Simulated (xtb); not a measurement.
C$_{4}$H$_{9}$OSn (SMILES CC(C)(C)[O][Sn+]), charge +1, singlet, from a rough starting geometry (GFN-xTB shapes and energies of metal compounds can be far from the true ones); xtb with GFN2-xTB.

Input for xtb:
```
$ xtb mol.xyz --gfn 2 --chrg 1 --opt vtight --json

# file mol.xyz
15

Sn     1.37611523     2.27634343     2.27418499
O      0.59065210     1.03467166     1.00782588
C      0.06642290     0.00624884     0.09788114
C      1.06370061    -1.00984869    -0.14485712
C     -1.25139111    -0.50800067     0.68820453
C     -0.24188433     0.88273813    -1.19591790
H      0.76651455    -1.75940865    -0.92457972
H      1.32255873    -1.51054239     0.77959269
H      2.01627984    -0.54291124    -0.48716639
H     -1.01848700    -0.99818654     1.62571508
H     -1.75227082    -1.26472921     0.02616913
H     -1.92628517     0.30878313     0.83376863
H      0.66030909     1.32795175    -1.57171133
H     -1.01329794     1.60003731    -1.00740003
H     -0.60141637     0.15796719    -2.03246213
```

### Question
Predict the main parts of the log of this xtb run.

### Answer

```
   ID    Z sym.   atoms
    1   50 Sn     1
    2    8 O      2
    3    6 C      3-6
    4    1 H      7-15

           -------------------------------------------------
          |                Calculation Setup                |
           -------------------------------------------------

           -------------------------------------------------
          |                 G F N 2 - x T B                 |
           -------------------------------------------------

          ...................................................
          :                      SETUP                      :
          :.................................................:
          :  # basis functions                  39          :
          :  # atomic orbitals                  38          :
          :  # shells                           22          :
          :  # electrons                        34          :
          :  max. iterations                   250          :
          :  Hamiltonian                  GFN2-xTB          :
          :  restarted?                      false          :
          :  GBSA solvation                  false          :
          :  PC potential                    false          :
          :  electronic temp.          300.0000000     K    :
          :  accuracy                    1.0000000          :
          :  -> integral cutoff          0.2500000E+02      :
          :  -> integral neglect         0.1000000E-07      :
          :  -> SCF convergence          0.1000000E-05 Eh   :
          :  -> wf. convergence          0.1000000E-03 e    :
          :  Broyden damping             0.4000000          :
          :  net charge                          1          :
          :  unpaired electrons                  0          :
          ...................................................

 iter      E             dE          RMSdq      gap      omega  full diag
   1    -17.5884004 -0.175884E+02  0.195E+01    0.37       0.0  T
   2    -18.4110489 -0.822649E+00  0.137E+01    8.35       1.0  T
   3    -18.9461723 -0.535123E+00  0.416E+00    5.55       1.0  T
   4    -18.9294793  0.166930E-01  0.432E+00    5.75       1.0  T
   5    -18.9571283 -0.276490E-01  0.403E+00    5.39       1.0  T
   6    -19.1373845 -0.180256E+00  0.138E+00    2.82       1.0  T
   7    -19.1410384 -0.365396E-02  0.155E+00    2.90       1.0  T
   8    -19.1439287 -0.289023E-02  0.326E-01    2.81       1.0  T
   9    -19.1415543  0.237435E-02  0.145E+00    3.14       1.0  T
  10    -19.1416767 -0.122374E-03  0.127E+00    2.69       1.0  T
  11    -19.1441895 -0.251280E-02  0.283E-01    2.91       1.0  T
  12    -19.1443084 -0.118937E-03  0.866E-02    2.95       1.0  T
  13    -19.1443189 -0.104997E-04  0.302E-02    2.97       1.0  T
  14    -19.1443204 -0.147388E-05  0.142E-02    2.96       1.8  T
  15    -19.1443208 -0.438546E-06  0.361E-03    2.96       7.1  T
  16    -19.1443209 -0.289023E-07  0.147E-03    2.96      17.6  T
  17    -19.1443209 -0.444492E-08  0.116E-04    2.96     222.6  T
  18    -19.1443209  0.983036E-11  0.120E-04    2.96     214.3  T

   *** convergence criteria satisfied after 18 iterations ***

         :::::::::::::::::::::::::::::::::::::::::::::::::::::
         ::                     SUMMARY                     ::
         :::::::::::::::::::::::::::::::::::::::::::::::::::::
         :: total energy             -18.948054367251 Eh    ::
         :: gradient norm              0.129178396018 Eh/a0 ::
         :: HOMO-LUMO gap              2.961116420451 eV    ::
         ::.................................................::
         :: SCC energy               -19.144287921217 Eh    ::
         :: -> isotropic ES            0.056351907248 Eh    ::
         :: -> anisotropic ES         -0.003905259657 Eh    ::
         :: -> anisotropic XC          0.005408663781 Eh    ::
         :: -> dispersion             -0.009645000680 Eh    ::
         :: repulsion energy           0.196233553966 Eh    ::
[...]
 * total energy  :   -18.9602652 Eh     change       -0.1221085E-01 Eh
 * total energy  :   -18.9621259 Eh     change       -0.1860673E-02 Eh
 * total energy  :   -18.9622883 Eh     change       -0.1624152E-03 Eh
 * total energy  :   -18.9623190 Eh     change       -0.3070997E-04 Eh
 * total energy  :   -18.9623302 Eh     change       -0.1117591E-04 Eh
 * total energy  :   -18.9623406 Eh     change       -0.1036062E-04 Eh
 * total energy  :   -18.9623462 Eh     change       -0.5685482E-05 Eh
 * total energy  :   -18.9623506 Eh     change       -0.4342830E-05 Eh
 * total energy  :   -18.9623512 Eh     change       -0.6136460E-06 Eh
 * total energy  :   -18.9623514 Eh     change       -0.2443474E-06 Eh
 * total energy  :   -18.9623516 Eh     change       -0.1184491E-06 Eh
 * total energy  :   -18.9623516 Eh     change       -0.6706492E-07 Eh
   *** GEOMETRY OPTIMIZATION CONVERGED AFTER 13 ITERATIONS ***
         :: total energy             -18.962351622598 Eh    ::
[...]
        25                         -0.1499369              -4.0800
        26                         -0.0531286              -1.4457
        27                         -0.0148365              -0.4037
        28                         -0.0146850              -0.3996
       ...                                ...                  ...
        38                          0.1472048               4.0056
      -------------------------------------------------------------
                  HL-Gap            0.1216521 Eh            3.3103 eV
             Fermi-level           -0.5107530 Eh          -13.8983 eV

     #   Z          covCN         q      C6AA      α(0)
     1  50 Sn       0.780     0.705   469.523    47.608
     2   8 O        1.622    -0.242    18.037     5.732
     3   6 C        3.775     0.153    18.158     6.072
     4   6 C        3.755    -0.142    23.301     6.883
     5   6 C        3.755    -0.142    23.301     6.883
     6   6 C        3.755    -0.142    23.301     6.883
     7   1 H        0.925     0.098     1.803     2.100
     8   1 H        0.924     0.086     1.917     2.165
     9   1 H        0.924     0.086     1.917     2.165
    10   1 H        0.924     0.086     1.917     2.165
    11   1 H        0.925     0.098     1.804     2.100
    12   1 H        0.924     0.086     1.917     2.165
    13   1 H        0.924     0.086     1.917     2.165
    14   1 H        0.924     0.086     1.917     2.165
    15   1 H        0.925     0.098     1.803     2.100

 Mol. C6AA /au·bohr⁶  :       3152.589822
 Mol. C8AA /au·bohr⁸  :     159505.043106
 Mol. α(0) /au        :         99.351371

Wiberg/Mayer (AO) data.
largest (>0.10) Wiberg bond orders for each atom

 ---------------------------------------------------------------------------
     #   Z sym  total        # sym  WBO       # sym  WBO       # sym  WBO
 ---------------------------------------------------------------------------
     1  50 Sn   2.167 --     2 O    1.703
     2   8 O    2.605 --     1 Sn   1.703     3 C    0.842
     3   6 C    3.889 --     5 C    0.988     6 C    0.988     4 C    0.988
                             2 O    0.842
     4   6 C    3.984 --     3 C    0.988     7 H    0.970     8 H    0.956
                             9 H    0.956
     5   6 C    3.984 --     3 C    0.988    11 H    0.970    12 H    0.956
                            10 H    0.956
     6   6 C    3.984 --     3 C    0.988    15 H    0.970    14 H    0.956
                            13 H    0.956
     7   1 H    0.990 --     4 C    0.970
     8   1 H    0.993 --     4 C    0.956
     9   1 H    0.993 --     4 C    0.956
    10   1 H    0.993 --     5 C    0.956
    11   1 H    0.990 --     5 C    0.970
    12   1 H    0.993 --     5 C    0.956
    13   1 H    0.993 --     6 C    0.956
    14   1 H    0.993 --     6 C    0.956
    15   1 H    0.990 --     6 C    0.970
 ---------------------------------------------------------------------------

Topologies differ in total number of bonds
Writing topology from bond orders to xtbtopo.mol

molecular dipole:
                 x           y           z       tot (Debye)
 q only:        1.316       2.236       2.243
   full:        2.084       3.548       3.563      13.835
molecular quadrupole (traceless):
                xx          xy          yy          xz          yz          zz
 q only:       -7.243       9.653       3.549       9.697      16.528       3.695
  q+dip:      -14.055      18.698       6.878      18.788      32.044       7.176
   full:      -12.141      16.166       5.945      16.242      27.692       6.196

optimized geometry written to: xtbopt.xyz

           -------------------------------------------------
          | TOTAL ENERGY              -18.962351622598 Eh   |
          | GRADIENT NORM               0.000095603222 Eh/α |
          | HOMO-LUMO GAP               3.310321873729 eV   |
           -------------------------------------------------

normal termination of xtb
```
